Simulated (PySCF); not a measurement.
Calculated NMR data

[PySCF 2.14: GIAO PBE0/pcSseg-1 shieldings; GFN2-xTB structure; rapidly exchanging positions averaged; in vacuum; no relativistic terms; one computed conformer]

Chemical shifts δ = σref − σ; ¹H (σ = 31.72 ppm) and ¹³C (σ = 186.93 ppm) against TMS, all at this level. Splittings of carbon signals by F and P are missing where no couplings were computed. Where no couplings were computed, multiplicities follow the n + 1 count of equivalent neighbours, and m marks all less simple cases (inequivalent or close neighbours, rings, F or P nearby). Shifts are as computed. Against solution values, carbons near 30 ppm lie about +3 ppm off and those near 130 ppm about +5 ppm (rms about the fit 2.1 ppm; single classes can miss by 10 ppm). Of 1328 compounds with measured shifts, 309 miss one by over three times the rms of a fit or turn the order of signals round; such compounds aren't used in these exercises. Signals without a measured value on file couldn't be tested in this way; 1H shifts scatter by 0.2 ppm about their fit, and single ones miss by 0.5 ppm.

Compound 1 (C5H5FN2). ¹H NMR (600 MHz, computed): δ 2.37 (m, 2H), 1.36 (t, 3H). ¹³C{¹H} NMR (computed): δ 117.6, 80.9, 38.4, 11.0. Structure: SMILES CCC(F)(C#N)C#N.

Compound 2 (C5H5FN2). ¹H NMR (600 MHz, computed): δ 9.66 (d, 1H), 9.34 (m, 1H), 7.64 (m, 1H), 5.91 (m, 2H). ¹³C{¹H} NMR (computed): δ 155.9, 150.8, 142.4, 124.4, 84.0. Structure: SMILES C1(CF)=CN=NC=C1.
